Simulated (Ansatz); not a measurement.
Saddle point of AlSiH7SO, closed shell (AlH₃S ([AlH2][SH]) + SiH₄O ([OH][SiH3]) → AlSiH₅O ([AlH2][O][SiH3]) + H₂S (still joined by a long Al–S bond); bonds formed: S2–H5; dative contacts that become bonds: Al1–O6; bonds broken: H5–O6; bonds weakened to dative contacts: Al1–S2), PBE0-D4/def2-TZVP structure:

Al1  (-0.074, -0.721, -1.411)
S2  (2.121, 0.275, -1.355)
H3  (0.033, -2.289, -1.217)
H4  (-0.949, -0.017, -2.526)
H5  (1.072, 0.487, -0.188)
O6  (-0.132, 0.180, 0.185)
Si7  (-0.998, 0.622, 1.519)
H8  (2.685, -0.786, -0.754)
H9  (-0.157, 0.425, 2.726)
H10  (-1.388, 2.051, 1.418)
H11  (-2.213, -0.226, 1.602)
(Å)

Energies are electronic, without zero-point energy. Barriers and step energies count from the start structure reached by relaxing down the imaginary mode; all methods use the PBE0-D4 structures, on which another method's saddle can fall below an end. Computed with Ansatz 0.2.0 (basis: def2-TZVPP, with def2-QZVPP for the basis limit); correlated methods freeze the cores. B3LYP uses VWN-RPA correlation. Extrapolation: Hartree–Fock as exp(−7.88 √X), correlation as X^−2.97.

| method | barrier (eV) | step energy (eV) |
| --- | --- | --- |
| SPW92 | 0.128 | 0.008 |
| PBE-D4 | ? | -0.065 |
| BLYP-D4 | 0.274 | -0.172 |
| r2SCAN-D4 | 0.293 | -0.110 |
| B97M-V | 0.421 | -0.156 |
| PBE0-D4 | 0.361 | -0.057 |
| B3LYP-D4 | 0.368 | -0.158 |
| r2SCAN0-D4 | 0.390 | -0.090 |
| BHLYP-D4 | ? | -0.152 |
| CAM-B3LYP-D4 | ? | -0.158 |
| wB97X-V | 0.453 | -0.110 |
| wB97M-V | 0.463 | -0.088 |
| B2PLYP | 0.392 | -0.146 |
| PBE-QIDH | 0.422 | -0.067 |
| RPA on PBE | 0.406 | -0.166 |
| HF | 0.806 | -0.191 |
| MP2 | 0.383 | -0.102 |
| CCSD | 0.521 | -0.129 |
| CCSD(T) | 0.452 | -0.112 |

Question: Fill in the withheld barriers. (Judge from chemistry; the value comes from the calculation.)

Answer: Computed: PBE-D4 0.241; BHLYP-D4 0.516; CAM-B3LYP-D4 0.402 eV. Each is the energy of the saddle less that of the start structure, by the same method.

For comparison, the barrier by CCSD(T) at an estimated basis limit (MP2 extrapolated from triple and quadruple zeta, plus CCSD(T) − MP2 in triple zeta) is 0.466 eV.

The T1 diagnostic stays at or below 0.012. The end structure is not quite a true minimum (one mode of 27i cm⁻¹).

Labels in which every atom is bracketed show which atoms are joined, not bond orders.

For scale, one of the runs: CCSD(T)/def2-TZVPP, 255 basis functions, launched by `ansatz run in.yaml --threads 4 --pin off --events-out ev --progress --plain --max-ram 9574MiB`. Time: 4.5 min of wall clock on 4 CPU threads of an AMD EPYC; the host was shared. Peak host memory: 5.1 GiB.
